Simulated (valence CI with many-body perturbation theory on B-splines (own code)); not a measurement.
Values are calculated unless marked as measured or tabulated.
**Ho34+: what each term of the Hamiltonian does**

Method: configuration interaction combined with many-body perturbation theory (CI+MBPT): five valence electrons over a frozen Dirac-Fock core [Ar] 3d10, a basis of 9 s, 9 p, 8 d, 6 f, 3 g, 1 h functions for each j, with the one-electron correlation potential Σ1, the two-electron term Σ2, the three-electron term Σ3, Breit, model QED; selected CI, second order for the rest (own B-spline code, finite nucleus).

No measured spectrum was set against this ion. As an estimate, large intervals hold to a few tenths of a per cent, small ones and those within an open d or f shell to about a per cent. Among the levels kept, up to 300 cm⁻¹ of a level comes from second order outside the variational space, and about a tenth of that is noise between levels of different J, which matters for small intervals.

Each rung adds one term. CI alone is the Dirac-Coulomb CI over the frozen core; QED comes last and gives the full result, which names the levels. Energies are above (4s^2 4p1/2^2 4p3/2) J=3/2 on the same rung, in eV.

Levels are named by their leading jj configuration (3d3/2^4 stands for four electrons in 3d with j = 3/2), which in mixed levels can hold well under half, so a name can repeat and another be missing. Letters in brackets count levels of one name in rising energy.

```tsv
Level	CI alone
(4s^2 4p1/2 4p3/2^2) J=3/2	50.50
(4s^2 4p1/2 4p3/2^2) J=5/2	55.31
(4s^2 4p1/2 4p3/2^2) J=1/2	61.28
(4s^2 4p3/2^3) J=3/2	112.59
(4s^2 4p1/2^2 4d3/2) J=3/2	128.71
(4s 4p1/2^2 4p3/2^2) J=5/2	128.99
(4s 4p1/2^2 4p3/2^2) J=1/2	144.22
(4s 4p1/2^2 4p3/2^2) J=3/2	147.35
(4s^2 4p1/2^2 4d5/2) J=5/2	149.51
(4s^2 4p1/2 4p3/2 4d3/2) J=3/2 [a]	178.87
(4s^2 4p1/2 4p3/2 4d3/2) J=5/2 [a]	179.78
(4s^2 4p1/2 4p3/2 4d3/2) J=1/2 [a]	179.96
(4s 4p1/2 4p3/2^3) J=3/2	182.04
(4s^2 4p1/2 4p3/2 4d3/2) J=7/2	184.74
(4s 4p1/2 4p3/2^3) J=5/2	187.76
(4s^2 4p1/2 4p3/2 4d5/2) J=7/2 [a]	191.97
```

**Question.** What do these energies become with core correlation, Breit and QED?

**Answer.** (4s^2 4p1/2 4p3/2^2) J=3/2 50.34 (-0.156); (4s^2 4p1/2 4p3/2^2) J=5/2 55.04 (-0.279); (4s^2 4p1/2 4p3/2^2) J=1/2 60.93 (-0.349); (4s^2 4p3/2^3) J=3/2 112.07 (-0.518); (4s^2 4p1/2^2 4d3/2) J=3/2 128.12 (-0.592); (4s 4p1/2^2 4p3/2^2) J=5/2 128.64 (-0.353); (4s 4p1/2^2 4p3/2^2) J=1/2 143.48 (-0.736); (4s 4p1/2^2 4p3/2^2) J=3/2 146.33 (-1.027); (4s^2 4p1/2^2 4d5/2) J=5/2 148.31 (-1.202); (4s^2 4p1/2 4p3/2 4d3/2) J=3/2 [a] 178.14 (-0.728); (4s^2 4p1/2 4p3/2 4d3/2) J=5/2 [a] 178.96 (-0.821); (4s^2 4p1/2 4p3/2 4d3/2) J=1/2 [a] 179.16 (-0.803); (4s 4p1/2 4p3/2^3) J=3/2 181.42 (-0.619); (4s^2 4p1/2 4p3/2 4d3/2) J=7/2 183.77 (-0.964); (4s 4p1/2 4p3/2^3) J=5/2 186.99 (-0.772); (4s^2 4p1/2 4p3/2 4d5/2) J=7/2 [a] 190.93 (-1.038).

**Question.** How does the ionisation energy move along the ladder, and which term matters most?

**Answer.** CI alone 1443.9, + Σ1 1445.4, + Σ2 1445.6, + Σ3 1445.3, + Breit 1444.4, + QED 1444.3 eV. The largest step is Σ1, 1.5 eV. NIST lists 1443 ± 5 eV (theoretical).
